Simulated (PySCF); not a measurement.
# How methods differ on the ionisation energy of Tc²⁸⁺

Tc²⁸⁺ [Ne] 3s2 3p3 (4S) → Tc²⁹⁺ [Ne] 3s2 3p2 (3P), as a difference of total energies. Calculation: PySCF 2.14, in an even-tempered Gaussian basis (18 s from 3.9 bohr⁻², ratio 2.5; 12 p from 5 bohr⁻², ratio 2.5; 5 d from 22 bohr⁻², ratio 2.7; 4 f from 32 bohr⁻², ratio 2.7); the spin-free X2C one-electron Hamiltonian (Gaussian nucleus). Correlated levels: outer shells: 1s2 frozen; virtual orbitals above 40 to 60 times the deepest correlated orbital energy dropped. The calculations carry no spin-orbit coupling.

| method | ionisation energy (eV) |
| --- | --- |
| UHF | 1561.1 |
| MP2 (outer shells) | 1561.5 |
| SCS-MP2 (outer shells) | 1561.3 |
| CCSD (outer shells) | 1561.3 |
| CCSD(T) (outer shells) | 1561.3 |

Spin-orbit coupling is strong in these open shells (close to jj coupling). The scalar numbers leave it out and a first-order estimate fails, so it can dominate the gap to the real levels.

Breit and QED terms and the two-electron picture change are absent.

For comparison: 1559 ± 6 eV (semi-empirical (NIST evaluation); NIST Atomic Spectra Database, ionization energies).
